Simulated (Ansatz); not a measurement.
Geometry optimisation, DFT PBEsol, scalar-relativistic, plane waves, PAW in Ansatz 0.2.0.

Input file:

```yaml
crystal:
  lattice:
    - [6.98, 0.0, 0.0]
    - [3.49, 4.935605, 0.0]
    - [0.0, 0.0, 19.403408]
  atoms:
    - { symbol: Li, position: [-0.25, 0.5, 0.0515373] }
    - { symbol: Li, position: [0.25, 0.5, 0.0515373] }
    - { symbol: Li, position: [-0.25, 1.0, 0.0515373] }
    - { symbol: Li, position: [0.25, 1.0, 0.0515373] }
    - { symbol: Li, position: [0.0, 0.0, 0.1787213] }
    - { symbol: Li, position: [0.5, 0.0, 0.1787213] }
    - { symbol: Li, position: [0.0, 0.5, 0.1787213] }
    - { symbol: Li, position: [0.5, 0.5, 0.1787213] }
    - { symbol: Li, position: [-0.25, 0.5, 0.3059053] }
    - { symbol: Li, position: [0.25, 0.5, 0.3059053] }
    - { symbol: Li, position: [-0.25, 1.0, 0.3059053] }
    - { symbol: Li, position: [0.25, 1.0, 0.3059053] }
    - { symbol: Li, position: [0.0, 0.0, 0.4330893] }
    - { symbol: Li, position: [0.5, 0.0, 0.4330893] }
    - { symbol: Li, position: [0.0, 0.5, 0.4330893] }
    - { symbol: Li, position: [0.5, 0.5, 0.4330893] }
    - { symbol: Au, position: [0.8542572, 0.8255232, 0.5454407] }
basis:
  ecutwfc: 420.0
kpoints:
  mp_grid: { grid: [3, 3, 1] }
hamiltonian:
  xc: pbesol
scf:
  occupations: { method: gaussian, width: 0.1 }
  lower_state_search: "off"
relax:
  f_tol: 0.03
  max_steps: 60
  adjacent_minimum: "off"
  constraints: [{ sites: [0, 1, 2, 3] }]
```

Launched with:

```bash
$ ansatz run input.yaml --threads 2 --pin off --max-ram 5120MiB --backend cpu --events-out ev --progress --plain --runs-dir out
```

**Question.** Where does it end, and by what steps?

**Answer.** The forces met the threshold. The force dipped under the threshold on the way, but the program's further checks kept it going. Limits of this set-up: coarse k mesh, thin slab, slab without dipole correction. After 9 steps the energy has fallen by 0.757 eV; Au17 moved furthest, 1.17 Å. Joined: Li16–Au17.

| step | energy less start (eV) | largest force component (eV/Å) | accepted |
| --- | --- | --- | --- |
| 0 | 0.0000 | 1.275 | yes |
| 1 | -0.2946 | 0.844 | yes |
| 2 | -0.4442 | 0.225 | yes |
| 3 | -0.5225 | 0.209 | yes |
| 4 | -0.6187 | 0.242 | yes |
| 5 | -0.7142 | 0.159 | yes |
| 6 | -0.7402 | 0.184 | yes |
| 7 | -0.7563 | 0.017 | yes |
| 8 | -0.7563 | 0.017 | yes |
| 9 | -0.7575 | 0.020 | yes |

```xyz
17
Lattice="6.9800 0.0000 0.0000 3.4900 4.9356 0.0000 0.0000 0.0000 19.4034" Properties=species:S:1:pos:R:3
Li 0.000 2.468 1.000
Li 3.490 2.468 1.000
Li 1.745 4.936 1.000
Li 5.235 4.936 1.000
Li 0.023 0.002 3.307
Li 3.469 0.004 3.304
Li 1.745 2.456 3.365
Li 5.237 2.471 3.336
Li -0.103 2.428 5.868
Li 3.603 2.429 5.866
Li 1.747 4.821 5.622
Li 5.242 5.026 5.636
Li 0.116 -0.130 7.985
Li 3.387 -0.125 7.987
Li 1.753 2.507 8.407
Li 5.235 2.153 8.576
Au 8.733 4.743 9.627
```

Whether the end is a true minimum wasn't checked by a vibrational analysis.

Run time: 60 s on 2 threads of Arm Neoverse V1 (shared host), peak memory 0.83 GiB.
